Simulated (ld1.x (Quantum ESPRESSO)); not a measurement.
**Sn (Z = 50): one change to a TM semilocal potential, before and after**

* Element: tin
* Generator: ld1.x (Quantum ESPRESSO) 7.5
* Type: norm-conserving Troullier–Martins (semilocal form)
* Functional: PBEsol
* Relativity: scalar-relativistic
* Frozen core: [Kr] 4d10
* Valence charge: 4
* Reference configuration: 5s2 5p1 (charge +1)
* Partial waves: 5s (bound): rc 1.70 bohr; 5p (bound): rc 1.80 bohr
* Local potential: the p channel
* Core correction: a·sin(br)/r model core, default radius (core density twice the valence density)

Change: all radii but the core radius scaled by about 0.77 (s 1.30, p 1.38 bohr).

Cutoffs: the cutoffs (Ry, on a coarse ladder) from which the occupation-weighted sum of valence levels, in a spherical-Bessel basis at the reference potential, stays within 10 and 1 mRy of its value at 400 Ry; they do not see the model core or the augmentation charge, which bear on the density cutoff. Errors are all-electron minus pseudo energies relative to the spin-unpolarised reference configuration.

Predict the effect on cutoff, ghosts and configuration errors.

A bound ghost appears in p, s, which as a rule spoils a file; the number of tests that count goes from 7 to 6; of the 6 tests that both files solve, the error grows in 4 and shrinks in 2 by more than 15 % and 0.3 meV (median size 4.0 → 9.6 meV). A semilocal file is local in each channel, so a ghost entry of none says nothing of the separable form that plane-wave codes build from it.

```tsv
quantity	base	changed
cutoff, loose	30 Ry	140 Ry
cutoff, tight	60 Ry	over 300 Ry
loose cutoff by channel (10 mRy a level)	s 21 Ry, p 25 Ry	s 120 Ry, p 70 Ry
bound ghosts	none	s, p (extra level of the local part)
tests counted (converged, no solver errors)	7 of 7	6 of 7
error for 5s2 5p2, meV [ΔE -6.90 eV]	-3.4	+30
error for 5s2 5p0, meV [ΔE 13.97 eV]	-29	+9.6
error for 5s1 5p0, meV [ΔE 44.99 eV]	-275	-5.6
error for 5s2 5p2.3, meV [ΔE -7.75 eV]	-4.1	+43
error for 5s2 5p1.5, meV [ΔE -4.27 eV]	-1.1	+9.7
error for 5s1 5p3, meV [ΔE 0.11 eV]	-3.9	+7.1
```

Changed file: Tests not counted: 5s0 5p4 (solver errors, printed error -61.5 eV). A true bound ghost makes a file unfit for plane-wave use even where its test errors are small: the radial tests pick states by their node count and pass the ghost by. Where a test does run into it, the solver fails or the error is huge.
